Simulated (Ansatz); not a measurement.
A CCSD(T) single point on CF₆Ge, SMILES `F[C](F)(F)[Ge]([F])([F])[F]`.

```yaml
crystal:
  periodic: [false, false, false]
  atoms:
    - {symbol: F, position_ang: [0.801611, -1.034563, 1.473689]}
    - {symbol: C, position_ang: [0.793369, -0.689494, 0.187952]}
    - {symbol: F, position_ang: [0.642848, -1.792255, -0.542498]}
    - {symbol: F, position_ang: [1.971700, -0.145834, -0.109141]}
    - {symbol: Ge, position_ang: [-0.688884, 0.604145, -0.181569]}
    - {symbol: F, position_ang: [-0.511777, 2.020685, 0.746105]}
    - {symbol: F, position_ang: [-0.712569, 1.056632, -1.822678]}
    - {symbol: F, position_ang: [-2.203999, -0.076415, 0.192339]}
basis:
  gaussian: {orbitals: def2-SVP}
correlation: {method: ccsd_t}
```

```sh
$ ansatz run in.yaml --threads 4 --pin off --events-out ev --progress --plain --max-ram 11315MiB
```

Output of Ansatz, abridged:

```
Functional definition: HF
1234 factors; integrals over basis functions are off by at most 9.8e-4 eV
mean field evaluation 1: about -73714.1340 eV, gradient 6.0e1 eV
mean field evaluation 2: about -73714.2239 eV, gradient 6.0e1 eV
mean field evaluation 4: about -73720.8370 eV, gradient 3.6e0 eV
mean field evaluation 8: about -73720.8921 eV, gradient 3.3e-1 eV
mean field -73720.89242565 eV, -2709.1928268271 hartree, gradient 2.8e-6 eV, S^2 0.000000; 0 other end points of the search recorded, 0 dependent functions left out
16 core orbitals not correlated: weight in the atoms' cores, before any rotation towards them, 1.000 or more for the frozen orbitals, at most 0.000 for the correlated occupied ones
reference -73720.89242565 eV, -2709.1928268271 hartree; 30, 30 occupied and 84, 84 virtual orbitals, 1234 factors
second order -39.60336404 eV of doubles, -0.00000000 eV of singles
cycle   1  -38.65557951 eV  change    9.5e-1 eV  update   1.4e-1
cycle   2  -39.49865743 eV  change   -8.4e-1 eV  update   4.1e-2
cycle   3  -39.69687932 eV  change   -2.0e-1 eV  update   2.0e-2
cycle   4  -39.68126791 eV  change    1.6e-2 eV  update   3.9e-3
cycle   5  -39.67524949 eV  change    6.0e-3 eV  update   1.6e-3
cycle   6  -39.67621525 eV  change   -9.7e-4 eV  update   4.9e-4
cycle   7  -39.67615550 eV  change    6.0e-5 eV  update   1.5e-4
cycle   8  -39.67598483 eV  change    1.7e-4 eV  update   4.7e-5
cycle   9  -39.67597948 eV  change    5.3e-6 eV  update   1.7e-5
perturbative correction -0.78629470 eV, -0.0288957972 hartree
Total energy: -73761.35469983 eV, -2710.6797879770 hartree
```

Hardware: 4 threads of an Arm Neoverse V1 on a shared host. Wall time 38 s, peak host memory 0.99 GiB.

The correlation energy is -40.462 eV, 1.9 % of it from (T); the T1 diagnostic reads 0.0124.
